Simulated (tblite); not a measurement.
C6H8ClNSi.
Cartesian coordinates in Å at the GFN2-xTB level; atoms count from 1:
```xyz
17
C6H8ClNSi angstrom
C      3.5774   -0.6755    0.1711
C      2.4080   -0.9267    0.0450
Si     0.6103   -1.3084   -0.1541
C     -0.2355    0.3922   -0.4651
C     -0.1108    1.2717    0.7606
Cl    -0.6740    2.9467    0.4336
C     -1.7072    0.2382   -0.8781
C     -2.4684   -0.4558    0.1257
N     -3.0533   -1.0082    0.9386
H      4.6009   -0.4553    0.2810
H      0.0929   -1.9295    1.0636
H      0.4073   -2.1356   -1.3482
H      0.2802    0.8912   -1.2925
H      0.9272    1.3601    1.0805
H     -0.7217    0.9001    1.5837
H     -1.7819   -0.3191   -1.8160
H     -2.1584    1.2256   -1.0266
```

Calculated harmonic vibrations of the isolated species, GFN2-xTB (tblite), most abundant isotopes, no scaling. The method is semi-empirical: single wavenumbers can be off by several per cent or more. Modes of hydrogen on silicon can be 10 to 20 % off. One conformer, not necessarily the lowest.

Harmonic wavenumbers (cm⁻¹): 32.0, 50.7, 61.7, 111.3, 137.7, 177.3, 216.1, 221.2, 280.7, 306.0, 367.9, 385.6, 480.5, 558.2, 595.2, 651.8, 679.9, 685.2, 688.2, 721.5, 739.1, 761.7, 883.1, 893.3, 950.3, 1040.0, 1102.0, 1134.1, 1166.6, 1193.3, 1253.4, 1283.3, 1323.5, 1427.4, 1441.3, 2206.7, 2236.8, 2285.2, 2408.9, 2933.2, 2939.2, 2964.1, 2981.8, 2985.3, 3352.9.

A = 1272, B = 821.6, C = 548.2 MHz; mass 157.011 u (most abundant isotopes); point group C1, symmetry number 1.

**Question.** What is the zero-point energy?

**Answer.** Half the sum of the wavenumbers: 25648 cm⁻¹ = 73.33 kcal/mol.

**Question.** Entropy at 350 K, 1 bar (ideal gas, RRHO, classical rotation)?

**Answer.** Translation 41.89, rotation 31.18, vibration 42.80: S = 115.9 cal/(mol K).

**Question.** And Cp and H(350 K) − H(0)?

**Answer.** Cp = 46.93 cal/(mol K), of which vibrations give 38.98 (their classical limit is 45 R = 89.4); H(350 K) − H(0) = 10.19 kcal/mol without the zero-point energy, 7.41 from vibrations.

**Question.** Blend soft modes into free rotors: weight 1/[1 + (100 cm⁻¹/ν̃)⁴] for the oscillator and the rest for a rotor with moment μB/(μ + B), μ = h/(8π²ν), B = 10⁻⁴⁴ kg m². What vibrational entropy results?

**Answer.** 38.19 cal/(mol K) in place of 42.80, which changes −T·S at 350 K by +1.62 kcal/mol.

**Question.** How do the functions run with temperature in this model?

**Answer.** 
```tsv
T (K)	S (cal/(mol K))	Cp (cal/(mol K))	H − H(0) (kcal/mol)	G − H(0) (kcal/mol)	ln q(vib)
150	85.4	27.1	2.71	-10.10	4.49
250	101.7	37.6	5.95	-19.47	7.78
298.15	108.7	42.3	7.87	-24.54	9.29
400	122.4	50.9	12.64	-36.33	12.39
600	145.5	63.0	24.12	-63.19	18.07
900	173.4	74.3	44.86	-111.20	25.62
```

q(vib) and H(0) count from the zero-point level.

**Question.** What must be added to the electronic energy to get the Gibbs energy at 350 K and 1 bar?

**Answer.** ZPE + [H(350 K) − H(0)] − T·S = 73.33 + 10.19 − 40.56 = 42.96 kcal/mol.

**Question.** Which modes carry the vibrational entropy at 350 K?

**Answer.** 32.0 cm⁻¹: 6.02; 50.7 cm⁻¹: 5.11; 61.7 cm⁻¹: 4.72; 111.3 cm⁻¹: 3.56; 137.7 cm⁻¹: 3.14; 177.3 cm⁻¹: 2.66 cal/(mol K); the other 39 give 17.60 together.

Hindered rotation and anharmonicity are outside this model. Other conformers, if any are populated, would add a mixing term that is left out. The structure is chiral; the term R ln 2 for an equal mix with its mirror image is left out.
